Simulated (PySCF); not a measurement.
A structure optimised at PBE-D3(BJ)/def2-TZVPD, used in a PySCF frequency run:

```
Te
H 1 1.6829
H 1 1.6829 2 89.74
```
Charge +1, spin multiplicity 2.

Write its SMILES, formula and point group.

[TeH2+], H₂Te, C2v

What are its rotational constants (standard atomic weights)?

179.02, 177.83, 89.212 GHz
